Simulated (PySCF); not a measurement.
Dipole polarisabilities along group 6

Calculated with PySCF 2.14 for the ground configurations, without spin-orbit coupling: coupled response for Hartree-Fock and DFT. Mean α in bohr³, C₆ of like pairs in atomic units.

```tsv
species	α UHF	α PBE	α PBE0	α recommended (Schwerdtfeger and Nagle)	C₆ UHF	C₆ PBE	C₆ PBE0
Cr [Ar] 3d5 4s1 (aug-cc-pVTZ with one added diffuse shell each of s, p, d, f, g type, non-relativistic)	113.0	72.67	77.78	83 ± 12	1042	612.0	661.3
Mo [Kr] 4d5 5s1 (aug-cc-pVTZ-PP with one added diffuse shell each of s, p, d, f, g type with ECP28MDF, ECP)	108.5	74.19	78.40	87 ± 6	1205	782.3	828.1
W [Xe] 4f14 5d4 6s2 (aug-cc-pVTZ-PP with one added diffuse shell each of s, p, d, f, g type with ECP60MDF, ECP)	101.5	72.42	75.30	68 ± 15	1251	887.0	927.9
```

Hartree-Fock lacks correlation. All values carry a basis error, and heavy open shells lack spin-orbit coupling.
